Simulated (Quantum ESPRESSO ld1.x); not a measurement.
ld1.x (Quantum ESPRESSO 7.5) input

```
 &input
    atom='Se',
    iswitch=1,
    rel=2,
    dft='PBE',
    config='[Ar] 3d10 4s2 4p0 5s0',
    rel_dist='energy',
    lsmall=.true.,
    prefix='ld1',
    max_out_wfc=37,
    file_charge='ld1.rho',
 /
```

Output (excerpt):

```
     Program LD1 v.7.5 starts

     --------------------------- All-electron run ----------------------------

     dirac relativistic calculation

     atomic number is 34.00
     dft =PBE   lsd =0 sic =0 latt =0  beta=0.20 tr2=1.0E-14
     Exchange-correlation= PBE
                           (   1   4   3   4   0   0   0)
     mesh =2017 r(mesh) =  99.64755 a.u. xmin = -8.00 dx = 0.00800
     1 Ry =  13.60569312 eV, c = 137.03599908

     n l j   nl                  e(Ry)          e(Ha)          e(eV)
     Spin orbit split results
     1 0 0.5 1S 1( 2.00)      -922.6903      -461.3451    -12553.8406
     2 0 0.5 2S 1( 2.00)      -121.8907       -60.9454     -1658.4078
     2 1 0.5 2P 1( 2.00)      -109.7471       -54.8735     -1493.1850
     2 1 1.5 2P 1( 4.00)      -106.6765       -53.3382     -1451.4077
     3 0 0.5 3S 1( 2.00)       -19.4645        -9.7323      -264.8281
     3 1 0.5 3P 1( 2.00)       -15.3078        -7.6539      -208.2727
     3 1 1.5 3P 1( 4.00)       -14.8750        -7.4375      -202.3841
     3 2 1.5 3D 1( 4.00)        -7.7042        -3.8521      -104.8213
     3 2 2.5 3D 1( 6.00)        -7.6377        -3.8189      -103.9162
     4 0 0.5 4S 1( 2.00)        -4.5359        -2.2679       -61.7140
     4 1 0.5 4P 1( 0.00)        -3.5663        -1.7832       -48.5227
     4 1 1.5 4P 1( 0.00)        -3.5168        -1.7584       -47.8484
     5 0 0.5 5S 1( 0.00)        -1.9094        -0.9547       -25.9793
     Averaged results
     1 0     1S 1( 2.00)      -922.6903      -461.3451    -12553.8406
     2 0     2S 1( 2.00)      -121.8907       -60.9454     -1658.4078
     2 1     2P 1( 6.00)      -107.7000       -53.8500     -1465.3335
     3 0     3S 1( 2.00)       -19.4645        -9.7323      -264.8281
     3 1     3P 1( 6.00)       -15.0192        -7.5096      -204.3470
     3 2     3D 1(10.00)        -7.6643        -3.8322      -104.2783
     4 0     4S 1( 2.00)        -4.5359        -2.2679       -61.7140
     4 1     4P 1( 0.00)        -3.5333        -1.7667       -48.0732
     5 0     5S 1( 0.00)        -1.9094        -0.9547       -25.9793

     final scf error:  3.5E-15 reached in  35 iterations

     Etot =   -4852.560305 Ry,   -2426.280152 Ha,  -66022.446368 eV

     Ekin =    4969.263194 Ry,    2484.631597 Ha,   67610.270060 eV
     Encl =  -11603.333958 Ry,   -5801.666979 Ha, -157871.401031 eV
     Eh   =    1954.518350 Ry,     977.259175 Ha,   26592.576870 eV
     Exc  =    -173.007891 Ry,     -86.503945 Ha,   -2353.892267 eV

     normalization and overlap integrals

     s(1S/1S) =  1.000000  <r> =   0.0441  <r2> =    0.0026  r(max) =   0.0287
     s(2S/2S) =  1.000000  <r> =   0.1957  <r2> =    0.0452  r(max) =   0.1643
     s(2P/2P) =  1.000000  <r> =   0.1685  <r2> =    0.0349  r(max) =   0.1302
     s(2P/2P) =  1.000000  <r> =   0.1723  <r2> =    0.0363  r(max) =   0.1323
     s(3S/3S) =  1.000000  <r> =   0.5733  <r2> =    0.3785  r(max) =   0.5034
     s(3P/3P) =  1.000000  <r> =   0.5814  <r2> =    0.3965  r(max) =   0.4954
     s(3P/3P) =  1.000000  <r> =   0.5918  <r2> =    0.4107  r(max) =   0.5034
     s(3D/3D) =  1.000000  <r> =   0.6212  <r2> =    0.4794  r(max) =   0.4501
     s(3D/3D) =  1.000000  <r> =   0.6252  <r2> =    0.4856  r(max) =   0.4537
     s(4S/4S) =  1.000000  <r> =   1.5898  <r2> =    2.8515  r(max) =   1.4242
     s(4P/4P) =  1.000000  <r> =   1.7796  <r2> =    3.5899  r(max) =   1.5677
     s(4P/4P) =  1.000000  <r> =   1.8027  <r2> =    3.6825  r(max) =   1.5930
     s(5S/5S) =  1.000000  <r> =   3.3297  <r2> =   12.4070  r(max) =   3.2208

     ------------------------ End of All-electron run ------------------------
```

Run on one thread of a shared host, so times are rough (Intel(R) Xeon(R) Processor @ 2.60GHz): 0.78 s of CPU time, 0.81 s wall, 35 iterations on 2017 mesh points.
